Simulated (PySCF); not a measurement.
A side-by-side comparison of computed properties.

First species: C₄H₁₆N₂OSi₂.
InChI=1S/C4H16N2OSi2/c1-4(2)7-9(5,8)6-3/h4,6H,5H2,1-3,8H3/t9-/m0/s1

Second species: C4H16N2OSi2.
Numbering: `[CH3:1][CH:2]([CH3:3])[NH:4][Si@@:5]([CH3:6])([NH2:7])[O:8][SiH3:9]` (hydrogens: H10, H11, H12 on C1; H13 on C2; H14, H15, H16 on C3; H17 on N4; H18, H19, H20 on C6; H21, H22 on N7; H23, H24, H25 on Si9)

Levels: PBE0/pcSseg-1 for dipole moment, HOMO energy, LUMO energy and HOMO–LUMO gap; GFN2-xTB for rotational constant A and rotational constant C. Geometries: GFN2-xTB. Each structure is a single optimised conformer of the isolated species, non-relativistic unless stated. Electronic properties by PySCF.

The conformers computed, where there is a choice (atom-mapped SMILES and torsion angles):
- `[CH3:1][NH:2][Si@:3]([NH2:4])([SiH3:5])[O:6][CH:7]([CH3:8])[CH3:9]`: C1–N2–Si3–N4 77°, N2–Si3–O6–C7 -169°, Si3–O6–C7–C8 -92°, H–N4–Si3–N2 -71°, H–N4–Si3–N2 65°
- `[CH3:1][CH:2]([CH3:3])[NH:4][Si@@:5]([CH3:6])([NH2:7])[O:8][SiH3:9]`: C1–C2–N4–Si5 147°, C2–N4–Si5–C6 72°, H–N7–Si5–N4 -170°, H–N7–Si5–N4 55°

Values for the first species:

- Dipole moment: 1.16 D
- HOMO energy: -6.48 eV
- LUMO energy: 0.31 eV
- HOMO–LUMO gap: 6.79 eV
- Rotational constant A: 1.456 GHz
- Rotational constant C: 0.624 GHz

Task: Estimate the same properties for the second species, and the change in each.

Result: 
| property | first | second | second less first |
| --- | --- | --- | --- |
| dipole moment | 1.16 D | 0.20 D | -0.96 D |
| HOMO energy | -6.48 eV | -6.53 eV | -0.05 eV |
| LUMO energy | 0.31 eV | 0.49 eV | +0.18 eV |
| HOMO–LUMO gap | 6.79 eV | 7.02 eV | +0.23 eV |
| rotational constant A | 1.456 GHz | 1.200 GHz | -0.256 GHz |
| rotational constant C | 0.624 GHz | 0.635 GHz | +0.011 GHz |

On the first: The dipole equals about 3.9 × 10⁻³⁰ C·m (1 D = 3.33564 × 10⁻³⁰ C·m). A dipole of 1.16 D is allowed in C1, and pure rotational transitions are dipole-allowed.

On the second: A dipole of 0.20 D is allowed in C1, and pure rotational transitions are dipole-allowed. The dipole equals about 0.7 × 10⁻³⁰ C·m (1 D = 3.33564 × 10⁻³⁰ C·m). GFN2-xTB frequencies show an imaginary mode (31i cm⁻¹), so this geometry is no minimum at that level.
